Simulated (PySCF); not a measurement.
H5PSi, SMILES [SiH3]P.

Geometry optimised at B3LYP-D3(BJ)/def2-TZVP.

Computed with B3LYP-D3(BJ)/def2-TZVP (PySCF 2.14.0).

Frequencies are harmonic and unscaled.

```tsv
mode	ν (cm⁻¹)	IR (km/mol)	Raman (Å⁴/amu)	depolarisation	moving atoms (share of kinetic energy)
1	172	0.7	0.1	0.75	H 98 %
2	441	4.4	24.0	0.20	P 47 %, Si 46 %
3	466	21.3	0.4	0.75	H 96 %
4	484	13.0	4.7	0.39	H 96 %
5	732	23.4	6.0	0.59	H 86 %, P 8 %
6	786	2.9	6.3	0.75	H 91 %
7	912	282.9	1.1	0.73	H 92 %, Si 8 %
8	950	52.8	17.9	0.75	H 97 %
9	960	42.6	15.8	0.75	H 98 %
10	1101	14.2	16.5	0.75	H 97 %
11	2219	78.4	239.8	0.03	H 99 %
12	2229	94.4	116.2	0.49	H 96 %
13	2232	94.2	100.0	0.75	H 96 %
14	2381	34.1	155.4	0.10	H 97 %
15	2388	48.5	100.2	0.75	H 97 %
```
